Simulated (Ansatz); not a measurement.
Cartesian coordinates in Å:
```
Ga 1.0166 1.2954 0.0981
C -0.5165 0.1485 -0.3607
C -0.5286 -1.2641 0.0665
O -1.3034 -0.3205 0.7538
H 1.5410 2.3820 -0.9058
H 1.6946 1.0542 1.4914
H -1.1292 0.3637 -1.2364
H 0.3126 -1.6758 0.6218
H -1.0871 -1.9834 -0.5288
```

Charge 0, multiplicity 1.

**Question.** List the r2SCAN/def2-TZVPP orbital energies in eV (the Gaussian-basis code of Ansatz). (Best estimate.)

**Answer.** Ansatz gave: Occupied: -10122.20, -1244.42, -1100.87, -1100.75, -1100.74, -516.32, -274.63, -274.31, -147.97, -100.98, -100.61, -100.59, -28.50, -20.57, -20.40, -20.39, -20.29, -20.25, -17.39, -16.04, -13.01, -12.28, -10.76, -10.09, -8.23, -7.71, -7.63, -6.18. Lowest empty: -2.24, 0.60, 1.33, 1.46, 1.81, 2.34, 2.49, 3.69.
